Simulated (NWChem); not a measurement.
Species: CH$_{2}$BF$_{3}$; SMILES BC(F)(F)F

```xyz
7

B      0.7032     1.4580     0.0000
C      0.0471     0.0021     0.0000
F     -1.2865     0.2248     0.0000
F      0.3322    -0.7402    -1.0743
F      0.3322    -0.7402     1.0743
H      0.9003     1.9985    -1.0546
H      0.9003     1.9985     1.0546
```
Atoms are numbered in this order, from 1.

Computed with NWChem. Medium grid unless said otherwise, to which SCAN and Minnesota functionals are sensitive. Geometry: optimised at PBE0/def2-SVP. Total energies of different functionals are on different scales.

```csv
level,energy (Ha),highest occupied level (eV),orbital gap (eV),dipole (D)
B3LYP/def2-SVP,-363.3806,-9.65,6.83,1.63
PBE/def2-SVP,-363.0032,-8.12,4.54,1.35
OLYP/def2-SVP,-363.2770,-8.04,…,1.37
Hartree-Fock/def2-SVP,-361.7230,-14.36,15.49,2.22
LC-BLYP (range parameter 0.33 per bohr)/def2-SVP,-362.7458,-12.15,11.61,1.61
"LDA (Slater exchange, VWN5)/def2-SVP",-360.8467,-8.29,4.35,1.40
BLYP/def2-SVP,-363.3196,-8.02,4.62,1.35
r2SCAN0/def2-SVP,-363.1647,-10.26,7.86,1.81
B97-D/def2-SVP,-363.1899,-8.23,4.88,1.46
```

Question: Fill in the missing entries.

Answer: 
- OLYP/def2-SVP, orbital gap (eV): 4.73
